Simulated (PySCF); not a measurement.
PySCF input:

```python
from pyscf import gto, scf, mp, cc as ccmod

mol = gto.M(
    atom='''
    Si    1.53134143   -0.27859704    0.40441840
    N     0.09760270    0.00055726   -0.78035656
    Si   -1.58382354    0.27829740    0.01518840
    H     2.72978987   -0.19409673   -0.43929995
    H     1.38139446    0.81744690    1.37018876
    H     1.25183386   -1.61148860    0.95129658
    H     0.03898554   -0.79850976   -1.41703066
    H    -1.67616824   -0.81912990    0.98659697
    H    -2.53753414    0.19519441   -1.09782984
    H    -1.44785458    1.61036943    0.61593516
    H     0.31108382    0.80050845   -1.38185624
    ''',
    basis='cc-pvdz',
    charge=1,
    spin=0,
    verbose=4,
)

mf = scf.RHF(mol)
mf.conv_tol = 1e-10
mf.max_cycle = 100
mf.kernel()
mp2 = mp.MP2(mf, frozen=11).run()
cc = ccmod.CCSD(mf, frozen=11)
cc.max_cycle = 100
cc.kernel()
et = cc.ccsd_t()
print(f'E(CCSD(T)) = {cc.e_tot + et:.9f}')
```

### Question
Predict the final energy.

### Answer
-637.21736 Eh (CCSD(T)/cc-pVDZ).

It need not be the lowest isomer of its formula.
